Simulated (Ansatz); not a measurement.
Program: Ansatz. Geometries: PBE0-D4/def2-TZVP. ΔE: electronic, gas phase. CBS: MP2 limit from def2 TZ/QZ plus the TZ coupled-cluster correction, frozen cores. This one scheme is used for every species. DFT in def2-TZVPP. HSE06 is defined as in plane-wave codes. Each species was taken in one conformer, which may not be the lowest.

Consider the ligand exchange at the Al–N bond: `O=C=[N][AlH2]` + orthosilicic acid → `O[Si](O)(O)[O][AlH2]` + `N=C=O`.

**Question.** Is it downhill or uphill in electronic energy at CCSD(T)/CBS, and by how much? (Best estimate.)

**Answer.** Ansatz gave: Downhill: ΔE = -3.1 kcal/mol.

**Question.** What do these levels give: revPBE-D4, BLYP-D4, PBE0-D4, r2SCANh-D4, BHLYP-D4, PBE-QIDH, PBE, BLYP, HSE06, MP2/def2-SVP, CCSD/def2-SVP, CCSD/CBS(def2)? (Best estimate.)

**Answer.** Computed: revPBE-D4 -2.8, BLYP-D4 -4.0, PBE0-D4 -2.3, r2SCANh-D4 -2.9, BHLYP-D4 -3.0, PBE-QIDH -2.0, PBE -2.5, BLYP -3.1, HSE06 -1.8, MP2/def2-SVP -2.0, CCSD/def2-SVP -2.1, CCSD/CBS(def2) -2.8 kcal/mol.

Largest T1 diagnostic among the species: 0.018.

From BLYP to BHLYP (50 % exact exchange), in def2-TZVPP and without D4, ΔE moves by +1.1 kcal/mol. Leaving LDA and LC-ωPBE aside and taking each functional with its dispersion term where it has one, the values spread over 2.0 kcal/mol, from BLYP-D4 to PBE-QIDH. In def2-TZVPP, CCSD(T) changes the Hartree–Fock value by −1.8 kcal/mol (the triples alone add −0.3 kcal/mol) and MP2 by −1.4 kcal/mol.
